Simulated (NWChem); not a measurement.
Species: C$_{3}$H$_{8}$Si; SMILES C/C=C\[SiH3]

```xyz
12

C      0.7728    -1.8274     0.0000
C     -0.6160    -1.2819     0.0000
C     -0.9661     0.0138     0.0000
Si     0.2125     1.4723     0.0000
H      0.9421    -2.4667    -0.8828
H      0.9421    -2.4667     0.8828
H      1.5400    -1.0384     0.0000
H     -1.4133    -2.0387     0.0000
H     -2.0394     0.2412     0.0000
H      1.1000     1.4781    -1.2061
H     -0.5824     2.7375     0.0000
H      1.1000     1.4781     1.2061
```
Atoms are numbered in this order, from 1.

Program: NWChem. Coordinates come from a PBE0/def2-SVP optimisation. GIAO values for the isolated, static molecule; σ is the absolute isotropic shielding, δ = σ(reference) − σ with the isolated reference molecule computed at the same levels (13C: tetramethylsilane, 1H: tetramethylsilane, 29Si: tetramethylsilane).

```csv
level,δ C1 (ppm),δ C3 (ppm),δ Si4 (ppm),δ H5 (rotor mean) (ppm),δ H8 (ppm),δ H9 (ppm),δ H10 (rotor mean) (ppm)
KT2/pcSseg-1,23.1,112.6,-89.5,1.90,6.57,5.41,4.19
"LDA (Slater exchange, VWN5)/pcSseg-1",23.3,126.9,-98.0,1.93,6.82,5.78,4.38
PBE/pcSseg-1,23.5,121.0,-91.0,1.92,6.76,5.65,4.22
```
